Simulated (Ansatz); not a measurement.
`O[SiH](I)CF`, relaxed with RKS PBE-D4/def2-SVP in Ansatz from a rough embedded geometry. The force threshold is 0.03 eV/Å; the program also tests the step.

The species carries charge 0 and has multiplicity 1. I takes the def2 core potential.

Start:

```xyz
9

O     0.601   -1.697    0.519
Si   -0.164   -0.575   -0.380
I    -2.490   -1.260   -0.438
C    -0.103    1.128    0.209
F     1.247    1.511    0.402
H     1.621   -1.507    0.655
H     0.355   -0.659   -1.784
H    -0.542    1.232    1.214
H    -0.525    1.828   -0.397
```

(1) By how much does the energy fall, and how many steps does the optimiser take? (Best estimate.)

(2) Which bonds change most? (An estimate is asked.)

(3) Give the relaxed structure. (An estimate is asked.)

## Answers

(1) The calculation gave: 46.92 kJ/mol, in 5 steps.

(2) Computed: Si2–C4 from 1.803 to 1.902 Å; C4–H9 from 1.017 to 1.114 Å; O1–H6 from 1.046 to 0.975 Å; O1–Si2 from 1.629 to 1.674 Å.

(3) The calculation gave: 
```xyz
9

O     0.627   -1.690    0.579
Si   -0.165   -0.615   -0.430
I    -2.524   -1.291   -0.478
C    -0.072    1.156    0.258
F     1.291    1.488    0.318
H     1.578   -1.508    0.696
H     0.383   -0.645   -1.829
H    -0.513    1.218    1.278
H    -0.605    1.887   -0.392
```
